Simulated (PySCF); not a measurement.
C2H6N, SMILES [CH2]NC, multiplicity 2. Atoms are numbered in the order given.

```xyz
9

C      1.1986    -0.3625    -0.2527
N      0.1626     0.4002     0.2565
C     -1.2004    -0.0194    -0.0041
H      1.0392    -0.8049    -1.2290
H      2.2025    -0.0849     0.0420
H      0.3152     0.7427     1.1925
H     -1.4457    -0.9826     0.4633
H     -1.3428    -0.1192    -1.0831
H     -1.8957     0.7393     0.3598
```
Charge 0, spin multiplicity 2.

Geometry optimised at ωB97X-D3(BJ)/def2-TZVP. The isomer is the one that the SMILES or the coordinates give; other isomers of the formula were not compared.

The numbers are results of B3LYP/pcH-1 run with PySCF, not measurements.

Unrestricted Kohn–Sham, ⟨S²⟩ = 0.753. Hyperfine tensors hold the contact and dipolar terms, without spin-orbit corrections.

Task: Estimate the hyperfine couplings. (Estimate from the structure and the level; the computed values follow.)

Result: 
| nucleus | A(iso) (MHz) | A(iso) (G) | dipolar principal values (MHz) |
|---|---|---|---|
| 13C no. 1 | 109.8 | 39.2 | -65.9, -65.3, 131.2 |
| 14N no. 2 | 16.4 | 5.8 | -14.2, -13.7, 27.9 |
| 13C no. 3 | 7.1 | 2.5 | -2.5, -1.1, 3.6 |
| 1H no. 4 | -32.8 | -11.7 | -30.8, -0.6, 31.4 |
| 1H no. 5 | -34.2 | -12.2 | -30.8, -0.9, 31.8 |
| 1H no. 6 | 0.2 | 0.1 | -15.6, -6.5, 22.1 |
| 1H no. 7 | 29.2 | 10.4 | -3.9, -2.8, 6.7 |
| 1H no. 8 | 11.4 | 4.1 | -3.8, -3.1, 6.9 |
| 1H no. 9 | -0.7 | -0.2 | -3.7, -2.7, 6.4 |

Task: And the g tensor (effective nuclear charges for spin-orbit coupling, GIAO)? (Estimate from the structure and the level; the computed values follow.)

Result: principal values 2.0022, 2.0030, 2.0035; isotropic 2.0029.
